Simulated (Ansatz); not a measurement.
BH2SF3 (relaxed from a model of B(H2S)F3, whose bonding it doesn't keep). The state is a singlet with charge 0. Geometry PBE-D4/def2-SVP; atoms count from 1.

```xyz
7

B    -0.200   -0.607   -0.975
S     0.198    0.234    1.572
H     1.284    0.979    1.226
H    -0.634    1.302    1.420
F     0.829   -1.454   -0.985
F    -0.044    0.613   -1.498
F    -1.432   -1.067   -0.759
```

In the singlet geometry the species has come apart into loosely held pieces.

Estimate the Mulliken populations from the PBE0/def2-TZVP orbitals of Ansatz.


```csv
atom,charge (e)
B1,0.58
S2,-0.28
H3,0.20
H4,0.20
F5,-0.23
F6,-0.24
F7,-0.23
```
Mulliken values depend strongly on the basis.

And the Mayer bond orders between heavy atoms (over 0.3)?

B1–F5 1.20 (1.33 Å); B1–F6 1.19 (1.34 Å); B1–F7 1.20 (1.33 Å).
